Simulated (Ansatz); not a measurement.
`[NH2][Sn]([F])([F])[SeH]` at its PBE0-D4/def2-TZVP geometry, where that method's forces vanish. Total charge 0; spin multiplicity 1. Sn: def2 effective core potential.

```xyz
8

N     1.6300   -0.5010   -0.2359
Sn   -0.2421    0.1789   -0.2110
F    -1.5773   -1.1600   -0.5111
F    -0.3648    1.2352   -1.7920
Se   -0.8977    1.3901    1.8544
H     1.9345   -0.7564   -1.1676
H     1.7888   -1.2835    0.3859
H    -2.2715    0.8966    1.6773
```

What forces (eV/Å) does PBE-D4/def2-TZVPP give on these atoms in the Gaussian-basis code of Ansatz? (Best estimate.)

Ansatz gave: 
```
N1   0.378  0.234  0.122
Sn2  0.098  0.063  0.376
F3  -0.499 -0.492 -0.109
F4  -0.030  0.390 -0.569
Se5  0.167  0.272  0.340
H6   0.083 -0.099 -0.315
H7   0.035 -0.274  0.201
H8  -0.232 -0.094 -0.046
```
